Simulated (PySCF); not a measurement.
**Se (selenium, neutral) across methods**

[Ar] 3d10 4s1 4p4 4d1, one real determinant (an excited configuration). Computed with PySCF 2.14 in aug-cc-pVQZ-DK, with scalar relativity by spin-free X2C-1e.

```tsv
method	E (hartree)	mean ε 4p α (eV)	mean ε 4p β (eV)	mean ε 4d α (eV)	Σ⟨r²⟩ (bohr²)	⟨S²⟩
UHF	-2427.41132	-16.268	-10.598	-1.593	55.13	6.017
r2SCAN0	-2429.088	-12.817	-9.467	-0.393	54.74	6.009
wB97M-V	-2428.911	-14.523	-11.457	-1.498	54.56	6.004
LC-wPBE	-2428.829	-15.215	-12.009	-1.871	54.00	6.004
PBE0	-2428.848	-12.416	-9.427	-0.429	54.97	6.005
r2SCAN	-2429.114	-11.508	-8.677	0.060	54.94	6.008
LDA	-2425.527	-11.011	-8.695	0.102	55.08	6.003
TPSSh	-2429.056	-11.674	-8.920	-0.115	55.07	6.005
```

Estimate the same row for PBE.

E (hartree) = -2428.802; mean ε 4p α (eV) = -10.935; mean ε 4p β (eV) = -8.595; mean ε 4d α (eV) = 0.033; Σ⟨r²⟩ (bohr²) = 55.29; ⟨S²⟩ = 6.004.

⟨L²⟩ = 8.04 against 12 for a pure F term, so this real determinant mixes terms. The outer electron is Rydberg-like, and this basis confines it to a smaller radius and binds it less than a complete one would.

The highest occupied level is positive at PBE, r2SCAN, LDA: only the finite basis holds that electron, which in a density functional comes from self-interaction.
